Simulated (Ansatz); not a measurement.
Consider the isomerisation: `OC(O)=C[SiH3]` → `CC(=O)O[SiH3]`.

Isolated molecules relaxed with PBE0-D4/def2-TZVP in Ansatz; ΔE leaves out vibrations. CCSD(T)/CBS is the MP2 limit (def2-TZVPP, def2-QZVPP) plus CCSD(T) − MP2 in def2-TZVPP, frozen cores. Functionals use def2-TZVPP. B3LYP here is the variant with VWN-RPA as its local correlation; programs differ in this. One conformer a species, not always the lowest.

```csv
level,ΔE (kcal/mol),difference from CCSD(T)/CBS
LDA (SPW92),-36.9,5.6
PBE-D4,-39.6,2.9
revPBE-D4,-40.3,2.2
r2SCAN-D4,-41.8,0.7
B3LYP-D4,-42.7,-0.2
r2SCANh-D4,-41.8,0.7
ωB97M-V,-42.1,0.4
PBE-QIDH,-42.2,0.3
revPBE,-40.3,2.2
PBE0,-40.1,2.4
r2SCAN0,-41.7,0.8
RPA@PBE/def2-TZVPP,-43.9,-1.4
CCSD/def2-TZVPP,-43.6,-1.1
MP2/def2-QZVPP,-43.3,-0.8
SCS-MP2/def2-QZVPP,-44.6,-2.1
CCSD/CBS(def2),-42.8,-0.3
CCSD(T)/CBS,-42.5,0
```

Largest T1 diagnostic among the species: 0.014.

Leaving LDA and LC-ωPBE aside and taking each functional with its dispersion term where it has one, the values, not all of them listed here, spread over 4.5 kcal/mol, from B2PLYP to PBE-D4. LDA lies +2.8 kcal/mol from PBE without D4. From BLYP to BHLYP (50 % exact exchange), in def2-TZVPP and without D4, ΔE moves by −1.3 kcal/mol. In def2-TZVPP, CCSD(T) changes the Hartree–Fock value by +4.2 kcal/mol (the triples alone add +0.3 kcal/mol) and MP2 by +3.8 kcal/mol.

CCSD(T)/CBS has its own doubt, a few kJ/mol and more with outer-core shells, so smaller differences from it don't rank the levels.
